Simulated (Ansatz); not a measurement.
`CB(C)N[SiH3]` + NH₃ → `CB(C)N` + `N[SiH3]` at 700 K and 1 bar (ligand exchange at a B–N bond).

Computed with Ansatz on PBE0-D4/def2-TZVP structures; ΔE is electronic, products minus reactants. CCSD(T)/CBS is the MP2 limit (def2-TZVPP, def2-QZVPP) plus CCSD(T) − MP2 in def2-TZVPP, frozen cores. This one scheme is used for every species. One conformer a species, not always the lowest.

| species | CCSD(T)/CBS energy (Eh) | H − E (kJ/mol) | S (J/(mol·K)) |
| --- | --- | --- | --- |
| `CB(C)N[SiH3]` | -450.78486 | 413.3 | 525.3 |
| NH₃ | -56.50880 | 116.9 | 226.5 |
| `CB(C)N` | -160.48988 | 349.6 | 424.0 |
| `N[SiH3]` | -346.80422 | 180.7 | 336.3 |

H − E and S are ideal-gas, rigid-rotor, harmonic terms from PBE0-D4/def2-TZVP, for one conformer and one mirror image of each species. 1 Eh = 2625.50 kJ/mol, R = 8.31446 J/(mol·K).

Task: By hand: ΔE, ΔH, ΔS and ΔG.

Result: ΔE = (-160.48988) + (-346.80422) − (-450.78486) − (-56.50880) = -0.00044 Eh = -1.2 kJ/mol. Δ(H − E) = 349.6 + 180.7 − 413.3 − 116.9 = 0.1, so ΔH = -1.1 kJ/mol. ΔS = 424.0 + 336.3 − 525.3 − 226.5 = 8.5 J/(mol·K). ΔG = -1.1 − 700 × (8.5)/1000 = -7.1 kJ/mol.

Task: By hand: the equilibrium constant, and the temperature at which ΔG would vanish if ΔH and ΔS stayed fixed.

Result: log₁₀ K = −ΔG/(RT ln 10) = 0.5. ΔH and −TΔS have one sign here, so there is no such temperature.

TΔS isn't small against ΔH here. A doubt of 5 kJ/mol in ΔE shifts log₁₀ K by 0.4 here. Other conformers and mirror images would add mixing entropy, several J/(mol·K) or more a flexible species. Modes under 60 cm⁻¹, often nearly free rotors, make the harmonic entropy too high. These are equilibria of isolated gas molecules and say nothing of rates. Largest T1 diagnostic: 0.011 (customary marks: 0.02 for closed shells, 0.045 for open ones).

ΔS is within the doubt of such terms, so its sign, and with it that verdict, could turn.
